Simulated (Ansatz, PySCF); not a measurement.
Process, species as SMILES: C=C(Cl)[SiH2]O[SiH3] + 2 C (CH4) + O (H2O) + [SiH4] (SiH4) → C=C (C2H4) + CCl (CH3Cl) [chloromethane] + C[SiH3] [methylsilane] + 2 O[SiH3] [hydroxysilane]
Each molecule is optimised on its own at B3LYP-D3(BJ)/def2-TZVP (Ansatz, a quantum-chemistry and plane-wave program), one conformer each, not searched for the lowest. Frequencies are from Ansatz or PySCF.

Quantity: bond separation energy (enthalpy at 298 K, with B3LYP-D3(BJ) rigid-rotor harmonic-oscillator terms), in eV. Correlated levels leave the core frozen unless marked. Spin-orbit coupling is left out. No relativistic terms. CBS(X,Y): correlation extrapolated as X^-3; Hartree-Fock from the larger set. [CCSD(T)-MP2]/basis is that difference in the basis named.

```json
[
 {"level": "PBE-D3(BJ)/def2-TZVPD", "program": "Ansatz + dftd3", "bond separation energy (eV)": "0.70"},
 {"level": "BLYP-D4/def2-TZVPD", "program": "Ansatz + dftd4", "bond separation energy (eV)": "[?]"},
 {"level": "B3LYP-D4/def2-TZVPD", "program": "Ansatz + dftd4", "bond separation energy (eV)": "[?]"},
 {"level": "PBE0/STO-3G", "program": "Ansatz", "bond separation energy (eV)": "0.67"},
 {"level": "CCSD/6-31G*", "program": "Ansatz", "bond separation energy (eV)": "[?]"},
 {"level": "RI-MP2/CBS(cc-pV(T+d)Z,cc-pV(Q+d)Z)+[CCSD(T)-MP2]/cc-pV(T+d)Z", "program": "Ansatz", "bond separation energy (eV)": "0.67"}
]
```

Task: What belongs in the gaps?

Result: 
- BLYP-D4/def2-TZVPD, bond separation energy (eV): 0.80
- B3LYP-D4/def2-TZVPD, bond separation energy (eV): 0.76
- CCSD/6-31G*, bond separation energy (eV): 0.71
